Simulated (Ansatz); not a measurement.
`[OH][Hf]([OH])([OH])[OH]` and `[NH2][Hf]([OH])([OH])[OH]` differ in one atom or group.

Ansatz, PBE0-D4/def2-TZVP geometries, multiplicity 1. Each molecule was computed in one conformer, which needn't be the lowest.

Elements past krypton have def2 core potentials.

```tsv
property	`[OH][Hf]([OH])([OH])[OH]`
HOMO energy (PBE0/def2-TZVPP) / eV	-8.53
HOMO–LUMO gap (PBE/def2-TZVPP) / eV	6.14
LUMO energy (ωB97M-V/def2-TZVPP) / eV	1.15
zero-point energy (PBE0-D4/def2-TZVP) / kJ/mol	126.3
HOMO energy (PBE/def2-TZVPP) / eV	-6.84
LUMO energy (B3LYP/def2-TZVPP) / eV	-0.32
```

Give the same properties after the change, and the shifts. (An estimate is asked.)

Computed: 
| property | `[NH2][Hf]([OH])([OH])[OH]` | shift |
| --- | --- | --- |
| HOMO energy (PBE0/def2-TZVPP) / eV | -7.00 | 1.53 |
| HOMO–LUMO gap (PBE/def2-TZVPP) / eV | 4.91 | -1.23 |
| LUMO energy (ωB97M-V/def2-TZVPP) / eV | 1.18 | 0.03 |
| zero-point energy (PBE0-D4/def2-TZVP) / kJ/mol | 160.3 | 34.0 |
| HOMO energy (PBE/def2-TZVPP) / eV | -5.58 | 1.26 |
| LUMO energy (B3LYP/def2-TZVPP) / eV | -0.28 | 0.04 |

The zero-point energy changes by 34.0 kJ/mol with +3 modes.

B3LYP here is the variant with VWN-RPA as its local correlation; programs differ in this.
